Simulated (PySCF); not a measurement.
Al(H)(Cl)(NMe2) (C2H7AlClN), SMILES C[N](C)[AlH][Cl].

Geometry optimised at B3LYP-D3(BJ)/def2-SVP. The structure was generated by enumeration; whether it is a known compound was not checked. The values are those of a single conformer.

Vertical ionisation energy (IE) and electron affinity (EA) in eV. Rows of orbital energies are one-electron estimates. Where ΔSCF, EOM or ADC give a negative EA the extra electron is unbound and the value depends on the basis.

| level | IE | EA |
|---|---|---|
| −ε(HOMO), −ε(LUMO), CAM-B3LYP/def2-TZVP (PySCF) | 8.01 | -0.31 |
| −ε(HOMO), −ε(LUMO), PBE/def2-TZVP (PySCF) | … | … |

Q: What belongs in the gaps? (The exact figures need the calculation; the answer reports its results.)

A: 
- −ε(HOMO), −ε(LUMO), PBE/def2-TZVP (PySCF), IE: 5.42
- −ε(HOMO), −ε(LUMO), PBE/def2-TZVP (PySCF), EA: 1.36
